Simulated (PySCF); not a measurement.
Stretching MnH

Set-up: Mn def2-TZVP, H def2-TZVP; no relativity (PySCF 2.14). Energies in eV from Mn (3d5 4s2) + H in their ground configurations at the same level. All curves are PBE0. state 1: ⁷Σ⁺ (septet), unpaired electrons σ ↑↑, π ↑↑, δ ↑↑; state 2: Ms = 2 determinant of mixed spin (⟨S²⟩ near 6.5), unpaired electrons π ↑↑, δ ↑↑, a second solution, started from another occupation; state 3: ⁵Π (quintet), unpaired electrons σ ↑, π ↑, δ ↑↑, a second solution, started from another occupation; state 4: ⁵Δ (quintet), unpaired electrons σ ↑, π ↑↑, δ ↑, a second solution, started from another occupation.

```tsv
R (Å)	state 1	state 2	state 3	state 4
1.490	-1.437	-1.492	-0.7214	-0.4866
1.560	-1.624	-1.573	-0.7905	-0.5896
1.629	-1.732	-1.594	-0.7989	-0.6283
1.681	-1.773	-1.581	-0.7749	-0.6248
1.733	-1.785	-1.547	-0.7306	-0.5993
1.785	-1.774	-1.498	-0.6704	-0.5563
1.854	-1.731	-1.413	-0.5714	-0.4778
1.941	-1.641	-1.286	-0.4263	-0.3550
2.045	-1.498	-1.116	-0.2346	-0.1854
2.184	-1.274	-0.883	0.0310	0.0575
```

Task: Put a parabola through the three lowest points of the state 1 curve and estimate Re, k and ωe (reduced mass 0.9897 u; 1 eV/Å² = 0.16022 mdyn/Å; ωe = 1302.8·√(k/μ) cm⁻¹).

Result: Through R = 1.681, 1.733, 1.785 Å the second-order coefficient is 4.25 eV/Å², so Re ≈ 1.734 Å, k ≈ 1.36 mdyn/Å and ωe ≈ 1529 cm⁻¹. A polynomial fit of higher order to the unrounded PBE0 energies gives Re = 1.733 Å, k = 1.37 mdyn/Å, ωe = 1533 cm⁻¹; anharmonicity and rounding make the difference.

The higher-order fit for each curve: state 1: Re = 1.733 Å, ωe = 1533 cm⁻¹, De = 1.79 eV; state 2: Re = 1.625 Å, ωe = 1599 cm⁻¹, minimum 1.59 eV below the ground-state fragments; state 3: Re = 1.605 Å, ωe = 1687 cm⁻¹, minimum 0.80 eV below the ground-state fragments; state 4: Re = 1.647 Å, ωe = 1600 cm⁻¹, minimum 0.63 eV below the ground-state fragments.

The metal atom is held in its measured ground configuration; semilocal functionals can put another filling of s and d lower by some tenths of an eV, and De to that atom would be smaller. ⟨S²⟩ of the unrestricted solution departs from its pure value on part of the curve, where spin states mix. With d or f electrons several states lie close, and the lowest PBE0 determinant need not be the measured ground state.
